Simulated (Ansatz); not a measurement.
C₂H₈BNO (`CBNCO`), charge 0, multiplicity 1.

(1) Give a relaxed structure at PBE0-D4/def2-TZVP (Ansatz). (Best estimate.)

Results:

(1) Computed: 
Cartesian coordinates in Å:
```
C 1.220 -1.181 -1.369
B -0.012 -0.458 -0.725
N 0.130 0.500 0.278
C -0.932 1.201 0.943
O -1.042 0.865 2.302
H 1.130 -2.266 -1.252
H 2.187 -0.876 -0.960
H 1.241 -1.005 -2.450
H -1.136 -0.706 -1.076
H 1.048 0.735 0.628
H -0.754 2.279 0.931
H -1.856 0.990 0.393
H -1.224 -0.078 2.358
```
This is one stationary point; other conformers may exist.
